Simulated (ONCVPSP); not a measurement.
# Which change was made? (Fe, ONCV)

iron, optimised norm-conserving Vanderbilt (ONCV), made with ONCVPSP 4.0.1 (LDA (Perdew-Zunger), fully relativistic). Core [Ne] 3s2, reference 3p6 3d6 4s1.75 4p0.25. Waves: 4s: rc 2.35 bohr, ncon 5, nbas 8, qcut 3.2 1/bohr, 2 projectors, debl 2.1 Ha; 3p+4p: rc 1.45 bohr, ncon 4, nbas 7, qcut 11.7 1/bohr, 2 projectors; 3d: rc 1.15 bohr, ncon 4, nbas 9, qcut 12.7 1/bohr, 2 projectors, debl 2.8 Ha. Local part: polynomial inside 1.00 bohr (lpopt 5, dvloc0 2 Ha). Core correction: polynomial model core, fcfact 0.4.

Open shells are filled in proportion to 2j + 1.

Cutoffs, loose and tight: the cutoffs (Ha) at which the residual kinetic energy of the hardest occupied pseudo-wave falls to 1 and 0.1 mHa per electron. They do not see the model core or the augmentation charge, which bear on the density cutoff. Test errors are all-electron minus pseudo excitation energies from the reference, over the configurations 3p6 3d6 4s2 4p0; 3p6 3d6 4s1 4p0; 3p6 3d6 4s0 4p0; 3p6 3d6 4s1.5 4p0; variants that change the core or the reference have their own tests. The largest error is taken over the tests solved by every variant that gives reliable tests at all, those not shown here included: 3p6 3d6 4s1 4p0; 3p6 3d6 4s1.5 4p0; 3p6 3d6 4s2 4p0.

The base gives: outcome: generated; cutoff, loose: 66 Ha; cutoff, tight: 74 Ha; bound ghosts: s; GHOST(+) flags above zero: none; largest test error (meV): -3.8.

(1) After one change the result is: outcome: generated; cutoff, loose: 91 Ha; cutoff, tight: 106 Ha; bound ghosts: s; GHOST(+) flags above zero: none; largest test error (meV): -4.1. Which change was it?
A. d: qcut 9.7
B. d: qcut 8.7
C. d: qcut 19.2

Results:

(1) C. The others give: d: qcut 8.7 → outcome: generated; cutoff, loose: 217 Ha; cutoff, tight: 250 Ha; bound ghosts: s; GHOST(+) flags above zero: none; largest test error (meV): -3.3 | d: qcut 9.7 → outcome: generated; cutoff, loose: 114 Ha; cutoff, tight: 232 Ha; bound ghosts: s; GHOST(+) flags above zero: none; largest test error (meV): -3.5.
